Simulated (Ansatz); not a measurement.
Start from `B[SiH2][SiH](C)Cl` and change one atom or group to get `C[SiH2]Cl`.

Ansatz, PBE0-D4/def2-TZVP geometries, multiplicity 1. Each molecule was computed in one conformer, which needn't be the lowest. `B[SiH2][SiH](C)Cl` holds a close contact that its SMILES doesn't draw: Cl···B 2.25 Å.

```csv
property,`B[SiH2][SiH](C)Cl`
HOMO energy (ωB97M-V/def2-TZVPP) / eV,-9.44
HOMO–LUMO gap (B3LYP/def2-TZVPP) / eV,6.09
HOMO energy (B3LYP/def2-TZVPP) / eV,-7.20
HOMO energy (PBE0/def2-TZVPP) / eV,-7.38
HOMO energy (PBE/def2-TZVPP) / eV,-6.28
LUMO energy (B3LYP/def2-TZVPP) / eV,-1.12
```

Problem. Give the same properties after the change, and the shifts. (An estimate is asked.)

Solution. The calculation gave: 
```
                             property  `C[SiH2]Cl`  shift
HOMO energy (ωB97M-V/def2-TZVPP) / eV       -10.99  -1.55
HOMO–LUMO gap (B3LYP/def2-TZVPP) / eV         8.74   2.65
  HOMO energy (B3LYP/def2-TZVPP) / eV        -8.50  -1.30
   HOMO energy (PBE0/def2-TZVPP) / eV        -8.75  -1.37
    HOMO energy (PBE/def2-TZVPP) / eV        -7.39  -1.11
  LUMO energy (B3LYP/def2-TZVPP) / eV         0.24   1.36
```

With PBE0 the HOMO falls by 1.37 eV and the LUMO rises by 1.42 eV, so the gap widens by about 2.79 eV. PBE moves the HOMO by -1.11 eV and ωB97M-V by -1.55 eV.

B3LYP here is the variant with VWN-RPA as its local correlation; programs differ in this.
